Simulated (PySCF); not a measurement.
**One molecule, many functionals**

Species: C₄H₁₃AsGe.
InChI=1S/C4H13AsGe/c1-4(2,3)5-6/h5H,1-3,6H3

Linear-response calculations in the def2-SVPD basis (PySCF; singlets by full response, triplets Tamm–Dancoff, core orbitals frozen in the response; HF means time-dependent Hartree–Fock). 'Strongest' is the level of largest summed f among the singlets computed (10 roots, of which the last may lack a degenerate partner); it can jump between rows when another state enters that window. S1 is the lowest singlet of each run and needn't be the same state throughout; f(S1) is that of one state. Isolated species at its PBE0-D3(BJ)/def2-SVP geometry, gas phase. The LDA/def2-SVPD calculation is non-relativistic and has no spin–orbit coupling, an omission that weighs most on arsenic and germanium.

| functional | kind | S1 (eV) | f(S1) | strongest (eV) | T1 (eV) | HOMO (eV) | gap (eV) | ionisation energy, ΔSCF (eV) |
| --- | --- | --- | --- | --- | --- | --- | --- | --- |
| LDA | LDA | 5.25 | 0.017 | 6.88 | 4.66 | -5.95 | 4.89 | 8.69 |
| PBE | GGA | 5.31 | 0.025 | 6.81 | 4.63 | -5.83 | 4.98 | 8.52 |
| B3LYP | global hybrid, 20% exact exchange | 5.61 | 0.016 | 7.23 | 4.82 | -6.67 | 6.29 | 8.68 |
| PBE0 | global hybrid, 25% exact exchange | 5.70 | 0.031 | 7.41 | 4.85 | -6.84 | 6.74 | 8.62 |
| BHandHLYP | global hybrid, 50% exact exchange | 5.92 | 0.029 | 6.12 | 5.03 | -7.75 | 8.29 | 8.62 |
| HF | Hartree–Fock | 6.26 | 0.038 | 8.62 | 5.04 | -9.12 | 11.23 | not settled |

S1 runs from 5.25 eV (LDA) to 6.26 eV (HF), a spread of 1.02 eV, while the orbital gap spreads over 6.3 eV. Along PBE (0%), B3LYP (20%), PBE0 (25%), BHandHLYP (50%), HF (100%) S1 rises with the share of exact exchange. −ε(HOMO) comes closest to its own ΔSCF ionisation energy with BHandHLYP (-0.87 eV) and misses most with LDA (-2.74 eV). 'Not settled' means that the ion's SCF failed to converge or may have ended in another state than the lowest.
